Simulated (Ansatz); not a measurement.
# Energy profile

The step: BHOF₂ ([OH][B]([F])[F]) + HBr → BBrF₂ ([F][B]([F])[Br]) + H₂O (still joined by a long B–O bond); bonds formed: B1–Br6, O2–H5; bonds broken: H5–Br6; bonds weakened to dative contacts: B1–O2 (atoms numbered as in the saddle structure below).

B1  (-0.495, 0.429, -0.205)
O2  (0.968, 0.307, -0.047)
F3  (-0.975, 0.060, -1.378)
F4  (-1.056, 1.389, 0.492)
H5  (0.749, -0.616, 0.703)
Br6  (-0.570, -1.533, 1.287)
H7  (1.380, -0.035, -0.852)
(Å)

Electronic energies by CCSD(T) at an estimated basis limit (MP2 extrapolated from triple and quadruple zeta, plus CCSD(T) − MP2 in triple zeta), on PBE0-D4/def2-TZVP structures; BH2BrOF2, singlet; no counterpoise correction. Program: Ansatz 0.2.0. Basis: def2-TZVPP and def2-QZVPP. Cores are frozen in the correlated methods. Filled d shells of the heavier atoms are correlated. The def2 sets are not built for correlating such inner shells, so the correlated values are less sure here. Extrapolation: Hartree–Fock as exp(−7.88 √X), correlation as X^−2.97.

Q: Give the profile in eV, counted from the separated reactants. (To be estimated.)

A: By the calculation:
```csv
point,eV
"separated: BHOF2 (linked as [OH][B]([F])[F]; B1, O2, F3, F4, H7; singlet) + HBr (H5, Br6; singlet)",0.000
start structure,-0.122
saddle,0.948
end structure,0.252
"separated: BBrF2 (linked as [F][B]([F])[Br]; B1, F3, F4, Br6; singlet) + H2O (O2, H5, H7; singlet)",0.648
```

T1 diagnostic: at most 0.012.

For scale, one of the runs: CCSD(T)/def2-TZVPP, 200 basis functions, launched by `ansatz run in.yaml --threads 4 --pin off --events-out ev --progress --plain --max-ram 9574MiB`. Time: 5.1 min of wall clock on 4 CPU threads of an AMD EPYC; the host was shared. Peak host memory: 2.8 GiB.
